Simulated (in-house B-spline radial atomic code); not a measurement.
A fraction x of an electron is removed from 3d in In VI (In5+), starting from [Kr] 4d8 and keeping the highest spin. Computed with a radial B-spline atomic code at the basis-set limit: scalar-relativistic (X2C) CAM-B3LYP, spin-polarised, spherical fractional occupations, Fermi nucleus of rms radius 4.6156 fm.

Caution: exact exchange at fractional occupations of open shells leaves self-interaction of up to several eV.

```csv
x,E(x) - E(0) (eV),3d down level (eV)
0,0.0000,-512.688
0.07,35.9923,-515.666
0.17,87.7724,-519.939
0.29,?,?
0.45,235.0416,-532.010
0.5,261.6963,-534.182
0.71,374.8366,-543.359
0.76,?,?
0.99,528.7052,-555.728
1,534.2647,-556.172
```

**Question.** What belongs in the row x = 0.29?

**Answer.** An energy change of 150.4740 eV; 3d down at -525.093 eV.

**Question.** What belongs in the row x = 0.76?

**Answer.** An energy change of 402.0595 eV; 3d down at -545.556 eV.

**Question.** Check Janak's theorem between x = 0.07 and 0.17.

**Answer.** The slope of the energy is 517.80 eV; the orbital levels give 517.80 eV (-ε of the emptying orbital, averaged over the two points).
